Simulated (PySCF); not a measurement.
A structure optimised at B3LYP-D3(BJ)/def2-SVP, used in a PySCF frequency run:

```
C
O 1 1.3964
H 2 0.9674 1 108.16
H 1 1.1001 2 108.21 3 -179.43
H 1 1.1076 4 107.90 2 123.49
C 1 1.5201 4 107.89 5 115.14
F 6 1.3369 1 112.54 4 56.21
F 6 1.3420 7 108.10 1 122.69
F 6 1.3516 7 107.36 8 116.04
```
Charge 0, spin multiplicity 1.

Problem. Write its SMILES and formula.

Solution. OCC(F)(F)F, C₂H₃F₃O

Problem. What are its rotational constants (standard atomic weights)?

Solution. 5.3011, 2.8302, 2.7996 GHz
